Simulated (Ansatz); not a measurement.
Consider the isomerisation: `CC1N=C[Se]1` → `C[Se]CC#N`.

Calculated with Ansatz (gas phase, PBE0-D4/def2-TZVP geometries, no zero-point term in ΔE). CCSD(T)/CBS adds triple-zeta CCSD(T) − MP2 to the extrapolated MP2 energy (def2 sets, frozen cores). Functionals use def2-TZVPP. For Se outer-core shells are correlated without core-valence functions, which leaves a few kJ/mol of doubt a bond. Scalar relativity is left out up to krypton. One conformer a species, not always the lowest.

`CC1N=C[Se]1`:

```xyz
10

C    -0.587   -1.255   -0.128
C     0.023    0.055   -0.524
N    -0.471    1.205    0.212
C     0.624    1.622    0.706
Se    1.924    0.385    0.089
H    -0.121   -2.083   -0.665
H    -0.481   -1.425    0.945
H    -1.653   -1.238   -0.372
H    -0.017    0.238   -1.599
H     0.758    2.498    1.336
```

`C[Se]CC#N`:

```xyz
10

C    -1.177    0.437    1.009
Se   -1.108   -0.962   -0.332
C     0.816   -0.854   -0.691
C     1.213    0.478   -1.080
N     1.507    1.557   -1.354
H    -0.595    0.159    1.886
H    -0.819    1.375    0.586
H    -2.225    0.540    1.285
H     1.012   -1.560   -1.500
H     1.375   -1.169    0.190
```

```csv
level,ΔE (kJ/mol)
ωB97X-V,-63.4
PBE,-45.3
HF/def2-QZVPP,-105.5
HF/CBS(def2),-105.3
```

(1) What does CCSD(T)/CBS give? (Estimate.)

Largest T1 diagnostic among the species: 0.012.

Results:

(1) Ansatz gave: -64.6 kJ/mol. The listed levels differ from it by 1.2, 19.3, -40.9, -40.7 kJ/mol.

The D4 term adds +3.2 kJ/mol with B3LYP and +1.3 kJ/mol with PBE0; it sums over pairs of atoms, weighted by their polarisabilities, and B3LYP, whose exchange is more repulsive, gets the larger term. From PBE to PBE0 (25 % exact exchange), in def2-TZVPP and without D4, ΔE moves by −4.1 kJ/mol. In def2-TZVPP, CCSD(T) changes the Hartree–Fock value by +36.1 kJ/mol (the triples alone add +7.7 kJ/mol) and MP2 by +34.7 kJ/mol.

CCSD(T)/CBS has its own doubt, a few kJ/mol and more with outer-core shells, so smaller differences from it don't rank the levels.

B3LYP here is the variant with VWN-RPA as its local correlation; programs differ in this.
